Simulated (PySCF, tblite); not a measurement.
Compound: C4H15NOSi2.
Geometry (GFN2-xTB, Å), atoms numbered from 1 in this order:
```xyz
23
C4H15NOSi2 angstrom
C     -0.323    1.634    0.472
C     -0.657    0.231   -0.043
C     -0.626   -0.739    1.142
C     -2.079    0.276   -0.643
N     -2.552   -0.921   -1.310
Si     0.633   -0.290   -1.360
O      2.122   -0.175   -0.736
Si     3.341   -0.173    0.329
H     -0.321    2.357   -0.342
H      0.658    1.644    0.941
H     -1.058    1.956    1.210
H      0.369   -0.764    1.583
H     -1.332   -0.426    1.911
H     -0.882   -1.752    0.835
H     -2.132    1.090   -1.371
H     -2.796    0.498    0.156
H     -2.495   -1.719   -0.687
H     -1.984   -1.121   -2.126
H      0.490   -1.695   -1.755
H      0.627    0.623   -2.502
H      3.229    1.043    1.136
H      4.547   -0.188   -0.490
H      3.216   -1.364    1.170
```

Computed, not measured: PBE0/pcSseg-1 in PySCF (dipole) on a GFN2-xTB geometry, gas phase.

Take the most abundant isotopes and a rigid rotor. The values belong to one conformer with, in the numbering `[CH3:1][C:2]([CH3:3])([CH2:4][NH2:5])[SiH2:6][O:7][SiH3:8]`, C1–C2–C4–N5 174°, C2–C4–N5–H 56° and -64°, C1–C2–Si6–O7 55°, C2–Si6–O7–Si8 30°.

**Question.** What are A, B and C (GHz)?

**Answer.** Ia = 198.17, Ib = 669.22, Ic = 727.20 u·Å²; 505379 MHz·u·Å²/I gives 2550, 755.2 and 695.0 MHz, that is A = 2.5503, B = 0.7552, C = 0.6950 GHz.

**Question.** What kind of rotor is it?

**Answer.** A near-prolate asymmetric top; Ray's κ = -0.935.

**Question.** Is it planar, by Δ = Ic − Ia − Ib?

**Answer.** Not planar: Δ = Ic − Ia − Ib = -140.18 u·Å². For a rigid frame Δ = −2 Σ m c², so Σ m c² = 70.09 u·Å² lies off the ab plane: 25.67 from hydrogen and 44.42 from heavier atoms. The atom farthest from that plane is 2.12 Å away.

**Question.** Give the other two planar moments, Paa and Pbb, and the rms extents of the mass along the axes.

**Answer.** Paa = Σ m a² = (Ib + Ic − Ia)/2 = 599.13 and Pbb = Σ m b² = (Ia + Ic − Ib)/2 = 128.08 u·Å². With the mass M = 149.07 u, the rms extents √(P/M) along a, b and c are 2.00, 0.93, 0.69 Å.

**Question.** Predict some low-J microwave lines.

**Answer.** The dipole components are |μa| = 0.93 D, |μb| = 0.75 D, |μc| = 0.56 D. The squared components, which scale the intensities, stand as 1.00 : 0.65 : 0.36 (a : b : c). Some lines, for components of 0.1 D or more:

```tsv
type	branch	J(Ka,Kc)	MHz	lower level (cm⁻¹)
a	Q	3(1,2) ← 3(1,3)	361	0.345
b	R	2(0,2) ← 1(1,1)	1104	0.108
c	Q	1(1,1) ← 1(0,1)	1795	0.048
a	R	2(1,2) ← 1(1,1)	2840	0.108
a	R	2(1,1) ← 1(1,0)	2961	0.110
a	R	3(2,2) ← 2(2,1)	4350	0.389
a	R	3(2,1) ← 2(2,0)	4356	0.389
c	R	2(1,1) ← 1(0,1)	4816	0.048
c	Q	3(2,2) ← 3(1,2)	5296	0.357
b	Q	3(2,1) ← 3(1,2)	5303	0.357
c	Q	2(2,1) ← 2(1,1)	5385	0.209
b	Q	2(2,0) ← 2(1,1)	5387	0.209
b	Q	3(2,2) ← 3(1,3)	5657	0.345
c	Q	3(3,1) ← 3(2,1)	9119	0.534
b	R	3(2,2) ← 2(1,1)	9736	0.209
c	R	3(2,1) ← 2(1,1)	9743	0.209
c	R	3(2,2) ← 2(1,2)	9916	0.203
b	R	3(2,1) ← 2(1,2)	9924	0.203
b	R	3(3,1) ← 2(2,0)	13476	0.389
b	R	3(3,0) ← 2(2,1)	13477	0.389
```

**Question.** Estimate the classical rotational partition function at 10 K, 200 K and 298.15 K.

**Answer.** Point group C1, symmetry number σ = 1; q = (√π/σ)·√((kT/h)³/(ABC)), k/h = 20836.6 MHz/K: 4610 at 10 K, 412000 at 200 K, 750000 at 298.15 K.

Its lowest GFN2-xTB frequency is 10i cm⁻¹, too small to tell a flat minimum from a shallow saddle. Constants of a rigid frame at the computed geometry: no zero-point averaging, no centrifugal distortion. A rigid rotor knows nothing of inversion at nitrogen or internal rotation, which can split or shift real lines. Quadrupole hyperfine structure (14N) is left out.

Time: 83 s; peak memory 1.1 GiB. Hardware: one thread, Arm Neoverse N1 (aarch64) (shared host). This is the PBE0/pcSseg-1 job that gave the dipole, with the shieldings it also computed.
